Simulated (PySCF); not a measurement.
## Adding and removing an electron: BeAl

MN15; Be def2-TZVP, Al def2-TZVP; no relativity (PySCF 2.14). Neutral (UKS): doublet (π ↑), Re = 2.484 Å, ωe = 325 cm⁻¹, De = 0.64 eV, HOMO -4.16 eV, LUMO -2.23 eV.

BeAl⁺ (UKS): singlet (closed shell), Re = 2.903 Å, ωe = 217 cm⁻¹, De = 0.65 eV to Be + Al⁺. The energies at the minima are -256.94252 hartree for BeAl and -256.73392 for BeAl⁺.

**Question.** Work out the adiabatic ionisation energy, without and with harmonic zero-point energies (1 hartree = 27.2114 eV, 1 eV = 8065.5 cm⁻¹), and the change of the bond length.

**Answer.** At MN15: 0.20860 hartree = 5.676 eV between the minima; the zero-point term (217.0 − 325.0)/2 cm⁻¹ = -0.007 eV makes it 5.670 eV. Re changes by +41.9 pm against the neutral. The electron leaves a π orbital, and the longer bond of the ion fits a bonding orbital, or a change in how ionic the bond is.

Closed-shell solutions of metal pairs were not tested for spin polarisation, which can lower them a little. For an ion De counts to the pair picked by the measured ionisation energies or electron affinities, which need not be the lowest pair at this level. States were picked by a PBE0 search and need not be the measured ground states.
